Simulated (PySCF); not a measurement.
C₃H₄FGa.
Geometry (PBE0-D3(BJ)/def2-SVP, Å), atoms numbered from 1 in this order:
```xyz
9
C3H4FGa angstrom
C     -1.9840   -0.3829   -0.2552
C     -0.5762   -0.0806   -0.0816
C      0.6116    0.1655    0.0644
Ga     2.4489    0.5609    0.2777
F      3.4488   -0.7850    0.8007
H     -2.4025    0.1606   -1.1164
H     -2.5576   -0.0919    0.6388
H     -2.1387   -1.4604   -0.4206
H      3.2065    1.8960    0.0596
```

Computed, not measured: PySCF 2.14.0, PBE0-D3(BJ)/def2-SVP geometry optimisation, gas phase.

Q: Which atoms are bound to Ga4, and at what distances?

A: 3 atoms: H9 1.551 Å, F5 1.756 Å, C3 1.891 Å. The nearest atom not counted as bound is C2, at 3.11 Å.

Q: List the angles at Ga4.

A: 
```csv
angle,degrees,distance of the outer atoms (Å)
C3–Ga4–H9,129.7,3.12
C3–Ga4–F5,115.2,3.08
F5–Ga4–H9,115.1,2.79
```

Q: What is the shape at Ga4?

A: Planar: angles 129.7°, 115.2° and 115.1°, sum 360.0°, 0.00 Å off the plane of its three neighbours.

Q: What are the other bond lengths?

A: C1–C2 1.450 Å; C2≡C3 1.222 Å; C1–H6, C1–H7, C1–H8 1.101 Å.

Q: Give some angles away from the centre.

A: C1–C2–C3 179.6°, C2–C3–Ga4 179.4°.

Q: What are the rotational constants (commonest isotopes, rigid rotor)?

A: A = 12778, B = 1261, C = 1156 MHz: a near-prolate asymmetric top.

Charge 0, singlet. Not checked by PBE0-D3(BJ)/def2-SVP frequencies.
